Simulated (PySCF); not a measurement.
One molecule, a ladder of functionals, a line

Molecule: `F[Si@@H](Cl)[C@@H]1C[SiH2]1`, C₂H₆ClFSi₂.

Molfile (atoms numbered from 1):
```
C2H6ClFSi2
     RDKit          3D

 12 12  0  0  0  0  0  0  0  0999 V2000
   -1.4281   -2.2573   -0.9537 F   0  0  0  0  0  0  0  0  0  0  0  0
   -1.3493   -0.6512   -0.7563 Si  0  0  1  0  0  4  0  0  0  0  0  0
   -3.2459   -0.0362   -0.2312 Cl  0  0  0  0  0  0  0  0  0  0  0  0
   -0.1318   -0.2274    0.5434 C   0  0  2  0  0  0  0  0  0  0  0  0
    0.4608    1.2016    0.5851 C   0  0  0  0  0  0  0  0  0  0  0  0
    1.6873   -0.1071    0.1199 Si  0  0  0  0  0  4  0  0  0  0  0  0
   -1.0068   -0.0397   -2.0647 H   0  0  0  0  0  0  0  0  0  0  0  0
   -0.3570   -0.6730    1.5213 H   0  0  0  0  0  0  0  0  0  0  0  0
    0.1189    1.9034   -0.1857 H   0  0  0  0  0  0  0  0  0  0  0  0
    0.5149    1.6695    1.5736 H   0  0  0  0  0  0  0  0  0  0  0  0
    2.6626   -0.5911    1.1248 H   0  0  0  0  0  0  0  0  0  0  0  0
    2.0915   -0.2421   -1.3006 H   0  0  0  0  0  0  0  0  0  0  0  0
  1  2  1  0
  2  3  1  0
  2  4  1  0
  4  5  1  0
  5  6  1  0
  6  4  1  0
  2  7  1  6
  4  8  1  1
  5  9  1  0
  5 10  1  0
  6 11  1  0
  6 12  1  0
M  END
```

GIAO shieldings (ppm, equivalent atoms averaged) in PySCF on the PBE0-D3(BJ)/def2-SVP geometry, basis pcSseg-1, gas phase, non-relativistic:

```csv
functional,exact exchange (%),σ(F1),σ(Si2),σ(Si6),σ(Cl3)
BLYP,0,306.6,312.9,468.6,837.5
BP86,0,307.8,319.3,476.6,842.1
PBE,0,306.1,319.4,478.2,841.1
B3LYP,20,321.5,326.9,479.6,863.1
mPW1PW91,25,326.2,336.9,488.8,874.2
BHandHLYP,50,339.4,349.1,495.5,895.5
HF,100,363.3,390.0,522.5,943.1
```

(1) Fit each shielding as a line in the percentage of exact exchange.

(2) What does the line predict for PBE0 (25 %), and what does the run give?

Results:

(1) σ(F1) = 308.5 + 0.57 x (rms 2.2 ppm); σ(Si2) = 316.3 + 0.72 x (rms 3.0 ppm); σ(Si6) = 473.9 + 0.48 x (rms 3.4 ppm); σ(Cl3) = 842.1 + 1.03 x (rms 3.2 ppm). The functionals also differ in their semilocal parts, which the line can't hold; Hartree–Fock has no correlation at all.

(2) σ(F1): 322.8 predicted, 325.0 computed; σ(Si2): 334.3 predicted, 337.3 computed; σ(Si6): 485.9 predicted, 491.2 computed; σ(Cl3): 867.9 predicted, 873.5 computed ppm.
